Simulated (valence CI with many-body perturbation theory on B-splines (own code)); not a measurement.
# Level structure of Tl XLIII

Method: relativistic CI+MBPT: three valence electrons over a frozen Dirac-Fock core [Kr], a basis of 9 s, 9 p, 10 d, 8 f, 5 g, 3 h, 1 i functions for each j, with the one-electron correlation potential Σ1, the two-electron term Σ2, the three-electron term Σ3, Breit, model QED; selected CI, second order for the rest (own B-spline code, finite nucleus).

The last digits are not significant, and no measured levels were compared; by estimate large intervals hold to a few tenths of a per cent, small ones and those within an open d or f shell to about a per cent. Only levels of the ground parity were solved; by the run's estimate the other parity begins above the list, which can be wrong where configurations are misplaced.

Levels 1 to 19 of 19, with energies above the lowest level, (4d3/2^3) J=3/2. "Leading %" is the weight of the configuration and term that name the level; weights of strongly mixed levels are sums over their largest components and can fall short. In the jj column 3d3/2^4 stands for four electrons in 3d with j = 3/2. Lifetimes count E1, E2, E3, M1 and M2 decay at the calculated energies, and are blank where another channel may lead or the interval is too uncertain; long ones can be off by a factor of two.

```tsv
No.	Configuration	Term	J	E (cm⁻¹)	Leading %	Leading jj	g	Lifetime
1	4d³	⁴F	3/2	0	45	4d3/2^3 (98 %)	0.720	
2	4d³	⁴F	5/2	211460	82	4d3/2^2 4d5/2 (99 %)	1.056	4.44 μs
3	4d³	⁴P	3/2	232280	39	4d3/2^2 4d5/2 (99 %)	1.180	5.58 μs
4	4d³	²G	7/2	248510	49	4d3/2^2 4d5/2 (97 %)	1.043	1.37 ms
5	4d³	²H	9/2	249760	46	4d3/2^2 4d5/2 (99 %)	1.039	
6	4d³	⁴P	1/2	251470	58	4d3/2^2 4d5/2 (100 %)	1.823	14.8 μs
7	4d³	²D	5/2	330750	43	4d3/2^2 4d5/2 (96 %)	1.249	40.5 μs
8	4d³	⁴F	7/2	455300	66	4d3/2 4d5/2^2 (98 %)	1.122	2.43 μs
9	4d³	⁴F	9/2	472820	51	4d3/2 4d5/2^2 (98 %)	1.136	4.17 μs
10	4d³	⁴P	3/2	487890	41	4d3/2 4d5/2^2 (99 %)	1.116	2.06 μs
11	4d³	²P	1/2	498530	58	4d3/2 4d5/2^2 (100 %)	1.503	3.16 μs
12	4d³	⁴P	5/2	502700	40	4d3/2 4d5/2^2 (96 %)	1.295	3.92 μs
13	4d³	²H	11/2	507190	100	4d3/2 4d5/2^2 (100 %)	1.086	10.3 μs
14	4d³	²D	5/2	533810	44	4d3/2 4d5/2^2 (98 %)	1.094	6.44 μs
15	4d³	²F	7/2	536840	79	4d3/2 4d5/2^2 (98 %)	1.089	8.00 μs
16	4d³	²D	3/2	605100	79	4d3/2 4d5/2^2 (96 %)	0.888	3.94 μs
17	4d³	²G	9/2	715490	50	4d5/2^3 (99 %)	1.164	2.05 μs
18	4d³	²D	3/2	761710	43	4d5/2^3 (96 %)	1.135	1.94 μs
19	4d³	²D	5/2	798440	60	4d5/2^3 (97 %)	1.168	1.58 μs
```

The ionisation energy to 4d² ³F2 of the next ion comes out as 2076.3 eV (NIST: 2075 ± 4 eV (theoretical)). All 19 levels together are meant to be complete up to 830370 cm⁻¹.
